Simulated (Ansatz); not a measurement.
Born–Oppenheimer molecular dynamics of FH7O2Si2 (12 atoms, charge 0, multiplicity 1). It starts at the highest image of a converged band. Of that band: Neighbouring images differ by up to 1.3 eV, so the band resolves the path poorly. A vibrational analysis at the climbing image gives one clearly imaginary mode, 1084i cm⁻¹: a first-order saddle point.

These are results of Ansatz, RHF/def2-SVP, not measurements.

| Item | Value |
| --- | --- |
| ensemble | NVE (velocity Verlet) |
| time step | 0.5 fs |
| steps asked | 200 |
| starting velocities drawn for | 300 K |
| seed | 6953 |

Frames 1 fs apart, positions in Å, forces in eV/Å.

Velocities at 70.0 fs (Å/ps):

```
Si -1.52 -8.26 0.98
O 1.98 0.77 -0.62
O -3.46 -5.87 -0.65
Si -3.06 -3.00 2.39
H 0.42 -5.59 -9.07
H 0.73 -43.67 -16.73
H -2.53 15.23 27.09
F 8.11 21.65 -4.54
H 1.88 28.38 -1.07
H -15.89 -4.58 2.17
H -0.23 -7.79 2.91
H 13.75 4.62 6.68
```

```xyz
12
Properties=species:S:1:pos:R:3:forces:R:3 time_fs=70.0 energy_less_start_eV=-0.583 T=753
Si 0.120 0.625 0.128 0.25 0.90 -0.87
O 1.495 0.636 -0.806 -0.16 -0.53 -0.62
O -0.586 -0.729 0.637 0.57 -0.39 0.46
Si -1.380 -2.112 0.371 -0.69 -1.13 -1.25
H -0.869 1.273 -0.750 -0.21 0.29 0.24
H 0.623 1.282 1.297 -0.09 0.61 0.64
H 1.645 2.987 -0.460 -0.40 4.77 -0.17
F 1.514 3.982 -0.470 0.55 -4.97 0.08
H 1.440 0.431 -1.741 0.07 0.14 0.73
H -2.437 -2.408 1.337 -0.18 0.31 0.29
H -0.524 -3.302 0.328 0.46 -0.03 0.20
H -1.938 -2.020 -1.014 -0.16 0.02 0.26
12
Properties=species:S:1:pos:R:3:forces:R:3 time_fs=71.0 energy_less_start_eV=-0.610 T=773
Si 0.118 0.617 0.129 0.16 0.70 -1.52
O 1.496 0.637 -0.807 -0.24 -0.44 -0.12
O -0.589 -0.735 0.636 0.57 -0.36 0.51
Si -1.383 -2.115 0.373 -0.72 -1.34 -1.02
H -0.869 1.269 -0.758 -0.14 0.24 0.33
H 0.624 1.242 1.284 0.11 0.95 1.17
H 1.640 3.025 -0.434 -0.28 4.16 -0.29
F 1.522 4.002 -0.475 0.42 -4.35 0.21
H 1.442 0.461 -1.739 0.04 0.03 0.27
H -2.453 -2.411 1.340 -0.01 0.34 0.15
H -0.522 -3.310 0.332 0.36 0.06 0.22
H -1.925 -2.015 -1.006 -0.27 0.00 0.08
12
Properties=species:S:1:pos:R:3:forces:R:3 time_fs=72.0 energy_less_start_eV=-0.732 T=863
Si 0.117 0.609 0.129 0.19 0.67 -1.89
O 1.498 0.637 -0.808 -0.32 -0.38 0.54
O -0.592 -0.741 0.636 0.58 -0.31 0.54
Si -1.386 -2.119 0.375 -0.71 -1.53 -0.75
H -0.871 1.267 -0.762 -0.08 0.20 0.42
H 0.625 1.211 1.282 0.21 1.11 1.42
H 1.633 3.102 -0.410 0.04 1.48 -0.22
F 1.531 4.021 -0.479 0.08 -1.65 0.15
H 1.445 0.490 -1.734 0.00 -0.09 -0.33
H -2.470 -2.411 1.345 0.15 0.36 0.00
H -0.517 -3.317 0.338 0.23 0.17 0.24
H -1.915 -2.011 -0.998 -0.36 -0.04 -0.11
12
Properties=species:S:1:pos:R:3:forces:R:3 time_fs=73.0 energy_less_start_eV=-0.647 T=797
Si 0.115 0.601 0.129 0.36 0.81 -1.84
O 1.500 0.638 -0.808 -0.41 -0.38 0.97
O -0.595 -0.748 0.636 0.60 -0.26 0.54
Si -1.390 -2.123 0.376 -0.68 -1.66 -0.51
H -0.874 1.267 -0.763 -0.03 0.16 0.47
H 0.629 1.190 1.293 0.15 1.07 1.29
H 1.627 3.191 -0.389 0.58 -3.76 0.33
F 1.539 4.038 -0.484 -0.47 3.62 -0.38
H 1.447 0.518 -1.733 -0.03 -0.14 -0.71
H -2.485 -2.407 1.349 0.29 0.36 -0.12
H -0.509 -3.323 0.346 0.10 0.27 0.24
H -1.908 -2.006 -0.990 -0.44 -0.07 -0.27
12
Properties=species:S:1:pos:R:3:forces:R:3 time_fs=74.0 energy_less_start_eV=-0.489 T=683
Si 0.114 0.594 0.128 0.60 1.07 -1.41
O 1.501 0.637 -0.808 -0.48 -0.43 0.89
O -0.597 -0.754 0.636 0.63 -0.19 0.52
Si -1.394 -2.128 0.378 -0.64 -1.72 -0.35
H -0.876 1.268 -0.759 0.01 0.12 0.49
H 0.633 1.179 1.317 -0.04 0.84 0.82
H 1.626 3.244 -0.364 0.86 -7.07 1.00
F 1.547 4.057 -0.488 -0.77 6.94 -1.05
H 1.449 0.545 -1.738 -0.04 -0.12 -0.58
H -2.498 -2.400 1.353 0.37 0.34 -0.19
H -0.501 -3.326 0.357 -0.02 0.33 0.23
H -1.906 -2.003 -0.985 -0.48 -0.11 -0.37
12
Properties=species:S:1:pos:R:3:forces:R:3 time_fs=75.0 energy_less_start_eV=-0.697 T=835
Si 0.113 0.587 0.126 0.82 1.34 -0.77
O 1.502 0.637 -0.808 -0.54 -0.47 0.39
O -0.599 -0.761 0.637 0.68 -0.10 0.46
Si -1.398 -2.133 0.379 -0.60 -1.70 -0.29
H -0.879 1.271 -0.750 0.02 0.11 0.48
H 0.638 1.177 1.348 -0.26 0.55 0.20
H 1.633 3.236 -0.330 0.47 -3.15 0.53
F 1.555 4.080 -0.493 -0.37 3.02 -0.57
H 1.451 0.571 -1.748 -0.03 -0.07 -0.04
H -2.507 -2.390 1.355 0.40 0.29 -0.22
H -0.492 -3.326 0.370 -0.11 0.35 0.20
H -1.907 -2.000 -0.984 -0.48 -0.16 -0.38
12
Properties=species:S:1:pos:R:3:forces:R:3 time_fs=76.0 energy_less_start_eV=-0.732 T=863
Si 0.112 0.580 0.125 0.98 1.55 -0.09
O 1.503 0.636 -0.807 -0.58 -0.47 -0.16
O -0.600 -0.767 0.638 0.73 0.00 0.39
Si -1.402 -2.139 0.380 -0.56 -1.58 -0.35
H -0.882 1.275 -0.738 0.02 0.10 0.43
H 0.640 1.179 1.381 -0.45 0.27 -0.39
H 1.644 3.197 -0.291 0.02 1.84 -0.51
F 1.563 4.104 -0.499 0.09 -1.98 0.46
H 1.453 0.596 -1.759 -0.01 -0.06 0.55
H -2.512 -2.377 1.355 0.36 0.23 -0.20
H -0.485 -3.323 0.385 -0.17 0.31 0.17
H -1.914 -1.999 -0.986 -0.43 -0.21 -0.30
12
Properties=species:S:1:pos:R:3:forces:R:3 time_fs=77.0 energy_less_start_eV=-0.551 T=728
Si 0.112 0.574 0.123 1.08 1.68 0.49
O 1.503 0.635 -0.806 -0.61 -0.44 -0.45
O -0.601 -0.774 0.639 0.78 0.09 0.29
Si -1.407 -2.146 0.381 -0.51 -1.36 -0.50
H -0.884 1.279 -0.720 -0.01 0.11 0.35
H 0.638 1.184 1.411 -0.57 0.04 -0.86
H 1.655 3.175 -0.258 -0.20 4.19 -1.17
F 1.571 4.127 -0.504 0.30 -4.34 1.12
H 1.454 0.621 -1.765 -0.01 -0.08 0.86
H -2.514 -2.361 1.353 0.26 0.15 -0.12
H -0.479 -3.316 0.401 -0.19 0.23 0.13
H -1.925 -2.000 -0.991 -0.34 -0.26 -0.15
12
Properties=species:S:1:pos:R:3:forces:R:3 time_fs=78.0 energy_less_start_eV=-0.492 T=683
Si 0.112 0.569 0.121 1.13 1.74 0.94
O 1.503 0.634 -0.806 -0.62 -0.42 -0.33
O -0.602 -0.781 0.641 0.81 0.14 0.17
Si -1.412 -2.153 0.382 -0.45 -1.07 -0.69
H -0.887 1.285 -0.700 -0.05 0.12 0.24
H 0.630 1.190 1.432 -0.62 -0.12 -1.15
H 1.665 3.191 -0.235 -0.25 4.57 -1.38
F 1.579 4.148 -0.508 0.35 -4.71 1.34
H 1.455 0.645 -1.762 -0.02 -0.11 0.75
H -2.514 -2.345 1.350 0.12 0.07 -0.01
H -0.475 -3.308 0.419 -0.18 0.10 0.09
H -1.938 -2.004 -0.997 -0.23 -0.31 0.02
12
Properties=species:S:1:pos:R:3:forces:R:3 time_fs=79.0 energy_less_start_eV=-0.639 T=794
Si 0.112 0.564 0.120 1.13 1.76 1.25
O 1.503 0.633 -0.806 -0.62 -0.44 0.14
O -0.602 -0.787 0.642 0.82 0.17 0.04
Si -1.416 -2.160 0.383 -0.37 -0.73 -0.88
H -0.890 1.292 -0.677 -0.09 0.14 0.12
H 0.616 1.194 1.443 -0.59 -0.21 -1.27
H 1.673 3.250 -0.225 -0.16 3.27 -1.09
F 1.587 4.167 -0.512 0.25 -3.41 1.06
H 1.456 0.667 -1.753 -0.04 -0.12 0.26
H -2.512 -2.327 1.347 -0.04 -0.01 0.12
H -0.473 -3.299 0.437 -0.14 -0.06 0.05
H -1.954 -2.010 -1.003 -0.13 -0.35 0.19
12
Properties=species:S:1:pos:R:3:forces:R:3 time_fs=80.0 energy_less_start_eV=-0.763 T=885
Si 0.113 0.560 0.119 1.04 1.72 1.39
O 1.502 0.631 -0.805 -0.61 -0.51 0.72
O -0.602 -0.794 0.644 0.81 0.16 -0.10
Si -1.421 -2.168 0.383 -0.30 -0.38 -1.01
H -0.894 1.300 -0.653 -0.13 0.14 0.01
H 0.597 1.197 1.441 -0.50 -0.23 -1.21
H 1.679 3.339 -0.224 0.16 -0.37 0.09
F 1.595 4.184 -0.515 -0.09 0.24 -0.10
H 1.457 0.689 -1.742 -0.07 -0.09 -0.35
H -2.510 -2.310 1.345 -0.19 -0.09 0.23
H -0.472 -3.290 0.456 -0.09 -0.22 0.01
H -1.972 -2.020 -1.008 -0.03 -0.38 0.32
12
Properties=species:S:1:pos:R:3:forces:R:3 time_fs=81.0 energy_less_start_eV=-0.598 T=764
Si 0.114 0.556 0.119 0.84 1.63 1.37
O 1.501 0.629 -0.805 -0.59 -0.58 1.05
O -0.601 -0.800 0.645 0.78 0.12 -0.25
Si -1.427 -2.175 0.383 -0.23 -0.06 -1.03
H -0.899 1.310 -0.629 -0.14 0.11 -0.09
H 0.573 1.197 1.428 -0.35 -0.17 -0.99
H 1.687 3.424 -0.223 0.71 -5.55 2.09
F 1.603 4.201 -0.519 -0.65 5.44 -2.10
H 1.457 0.710 -1.733 -0.08 -0.06 -0.73
H -2.511 -2.293 1.345 -0.29 -0.15 0.31
H -0.472 -3.283 0.475 -0.05 -0.36 -0.02
H -1.989 -2.034 -1.009 0.06 -0.39 0.40
```

Of the whole run (100 fs, mean temperature of the second half 865 K): The conserved energy stayed within 0.63 meV per atom of its start (net change 0.26 meV per atom), so the integration is sound. The system heated up, since it started high on the potential surface and ran downhill. A run of 0.1 ps of so small a system gives no equilibrium averages. The orbitals stay closed-shell, which can raise the energy where a bond breaks towards radicals; this wasn't checked here.

Time of the run: 4.5 min on 2 threads of Arm Neoverse V1 (shared host), peak memory 0.23 GiB.
